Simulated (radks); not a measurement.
Results of a calculation; reference values are marked as such.
Problem. The mean radii <r> (bohr) of the occupied orbitals of an atom or ion are listed with their occupations. Code: a radial shooting solver on a logarithmic mesh with Libxc functionals. Model: scalar-relativistic Kohn-Sham, exchange-only LDA, spin-polarised, spherical densities, point nucleus.

| orbital | occ. | <r> |
|---|---|---|
| 1s down | 1 | 0.01744 |
| 1s up | 1 | 0.01744 |
| 2s up | 1 | 0.07363 |
| 2s down | 1 | 0.07363 |
| 2p up | 3 | 0.06625 |
| 2p down | 3 | 0.06625 |
| 3s up | 1 | 0.1905 |
| 3s down | 1 | 0.1905 |
| 3p up | 3 | 0.1913 |
| 3p down | 3 | 0.1913 |
| 3d up | 5 | 0.1732 |
| 3d down | 5 | 0.1732 |
| 4s up | 1 | 0.4214 |
| 4s down | 1 | 0.4215 |
| 4p up | 3 | 0.4473 |
| 4p down | 3 | 0.4474 |
| 4d up | 5 | 0.4709 |
| 4d down | 5 | 0.4711 |
| 5s up | 1 | 0.8786 |
| 5s down | 1 | 0.8794 |
| 4f up | 7 | 0.4979 |
| 4f down | 6 | 0.4985 |

Name the element and its charge. Open shells, if any, are filled with parallel spins first.

Solution. Z = 77, iridium, charge +16: Ir16+ in [Kr] 4d10 4f13 5s2. The 1s radius gives Z: for a bare nucleus <r> = (2 gamma + 1)/(2Z) with gamma = sqrt(1 - (Z/c)^2), 0.01724 bohr for Z = 77, and screening makes it slightly larger (0.01744 here). The occupations add up to 61, and the charge is Z minus that.
